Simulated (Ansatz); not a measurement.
`[OH][Ge][Cl]` + H₂S → `[SH][Ge][Cl]` + H₂O at 500 K and 1 bar (ligand exchange at a Ge–O bond).

Isolated molecules relaxed with PBE0-D4/def2-TZVP in Ansatz; ΔE leaves out vibrations. CCSD(T)/CBS is the MP2 limit (def2-TZVPP, def2-QZVPP) plus CCSD(T) − MP2 in def2-TZVPP, frozen cores. This one scheme is used for every species. For Ge outer-core shells are correlated without core-valence functions, which leaves a few kJ/mol of doubt a bond. Scalar relativity is left out up to krypton. One conformer a species, not always the lowest.

| species | CCSD(T)/CBS energy (Eh) | H − E (kJ/mol) | S (J/(mol·K)) |
| --- | --- | --- | --- |
| `[OH][Ge][Cl]` | -2611.73425 | 64.8 | 325.3 |
| H₂S | -398.97279 | 57.0 | 224.0 |
| `[SH][Ge][Cl]` | -2934.32884 | 56.0 | 342.8 |
| H₂O | -76.37941 | 73.2 | 206.3 |

H − E and S are ideal-gas, rigid-rotor, harmonic terms from PBE0-D4/def2-TZVP, for one conformer and one mirror image of each species. 1 Eh = 2625.50 kJ/mol, R = 8.31446 J/(mol·K).

Task: By hand: ΔE, ΔH, ΔS and ΔG.

Result: ΔE = (-2934.32884) + (-76.37941) − (-2611.73425) − (-398.97279) = -0.00121 Eh = -3.2 kJ/mol. Δ(H − E) = 56.0 + 73.2 − 64.8 − 57.0 = 7.4, so ΔH = 4.2 kJ/mol. ΔS = 342.8 + 206.3 − 325.3 − 224.0 = -0.2 J/(mol·K). ΔG = 4.2 − 500 × (-0.2)/1000 = 4.3 kJ/mol.

Task: By hand: the equilibrium constant, and the temperature at which ΔG would vanish if ΔH and ΔS stayed fixed.

Result: log₁₀ K = −ΔG/(RT ln 10) = -0.4. ΔH and −TΔS have one sign here, so there is no such temperature.

The number of gas molecules stays the same, so ΔS is small and ΔH decides. The sign of ΔG lies within the doubt. A doubt of 5 kJ/mol in ΔE shifts log₁₀ K by 0.5 here. Other conformers and mirror images would add mixing entropy, several J/(mol·K) or more a flexible species. These are equilibria of isolated gas molecules and say nothing of rates. Largest T1 diagnostic: 0.014 (customary marks: 0.02 for closed shells, 0.045 for open ones).

ΔS is within the doubt of such terms, so its sign, and with it that verdict, could turn.
